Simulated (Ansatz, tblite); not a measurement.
Cost and result up the ladder for Ge(iPr)2Cl2 (C6H14Cl2Ge) (23 atoms). The state is a singlet with charge 0. Geometry: PBE-D4/def2-SVP.

```csv
atom,x (Å),y (Å),z (Å)
Ge1,-0.677,-0.209,-0.395
C2,0.293,-1.537,0.705
C3,1.748,-1.623,0.225
C4,-0.429,-2.887,0.689
H5,0.261,-1.111,1.732
H6,2.276,-0.649,0.295
H7,1.803,-1.962,-0.830
H8,2.319,-2.352,0.839
H9,0.100,-3.621,1.334
H10,-1.471,-2.797,1.055
H11,-0.468,-3.305,-0.339
C12,0.027,1.636,-0.514
C13,0.164,2.219,0.898
C14,-0.842,2.490,-1.440
H15,1.036,1.507,-0.966
H16,0.838,1.616,1.543
H17,-0.822,2.279,1.404
H18,0.580,3.248,0.856
H19,-0.422,3.513,-1.536
H20,-0.912,2.050,-2.455
H21,-1.874,2.584,-1.041
Cl22,-2.731,-0.064,0.374
Cl23,-0.798,-1.025,-2.432
```

Ansatz on 4 threads of Arm Neoverse V1 on a shared host; xTB runs through tblite on one thread. Times are rough, summed over both states, and most runs start from the orbitals of an earlier one. PBE0-D4/def2-TZVP serves as the yardstick here, not as an exact answer. The other state is a triplet.

The xTB rows come from tblite.

xTB has no spin-polarisation term.

| level | functions | wall time | vertical triplet (eV) | difference from PBE0-D4/def2-TZVP (eV) |
| --- | --- | --- | --- | --- |
| GFN2-xTB | 65 | 0.032 s | 5.45 | -0.46 |
| GFN1-xTB | 79 | 0.043 s | 5.79 | -0.11 |
| PBE-D4/def2-TZVP | 392 | 31 s | 5.33 | -0.58 |
| r2SCAN-D4/def2-TZVP | 392 | 62 s | 5.59 | -0.32 |
| PBE0-D4/def2-TZVP (with forces) | 392 | 82 s | 5.91 | 0.00 |
